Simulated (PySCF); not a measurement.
C₄H₆OSe, SMILES O=C1CC[C@@H]1[SeH].

Coordinates come from a B3LYP-D3(BJ)/def2-SVP optimisation. The structure was generated by enumeration; whether it is a known compound was not checked. The values are those of a single conformer.

All values below come from B3LYP-D3(BJ)/def2-SVP run with PySCF.

Frequencies are harmonic and unscaled.

```csv
mode,ν (cm⁻¹),IR (km/mol),moving atoms (share of kinetic energy)
1,54,4.7,"C 45 %, H 33 %, O 16 %"
2,133,1.9,"O 41 %, C 24 %, Se 21 %, H 14 %"
3,191,10.8,"H 75 %, C 10 %, Se 10 %"
4,254,0.7,"H 43 %, C 41 %, Se 13 %"
5,418,2.0,"C 50 %, O 23 %, H 22 %"
6,497,3.4,"C 46 %, H 34 %, O 19 %"
7,570,0.1,"C 63 %, H 25 %, Se 9 %"
8,685,2.6,"C 45 %, O 33 %, H 22 %"
9,719,4.4,"H 77 %, C 22 %"
10,788,0.7,"H 77 %, C 19 %"
11,868,1.6,"C 60 %, H 39 %"
12,941,2.5,"C 63 %, H 37 %"
13,973,1.1,"C 49 %, H 49 %"
14,1008,1.5,"C 58 %, H 40 %"
15,1075,12.3,"H 62 %, C 37 %"
16,1093,101.4,"C 77 %, H 21 %"
17,1137,6.8,"H 64 %, C 36 %"
18,1195,4.2,"H 71 %, C 29 %"
19,1213,0.9,"H 84 %, C 16 %"
20,1240,4.1,"H 62 %, C 36 %"
21,1271,18.0,"H 59 %, C 40 %"
22,1405,11.2,"H 91 %, C 9 %"
23,1462,4.4,"H 90 %, C 10 %"
24,1909,268.2,"C 64 %, O 35 %"
25,2404,12.9,H 99 %
26,3065,5.5,H 95 %
27,3080,15.4,H 94 %
28,3103,4.3,"H 92 %, C 8 %"
29,3123,1.2,"H 90 %, C 10 %"
30,3140,9.5,"H 90 %, C 10 %"
```
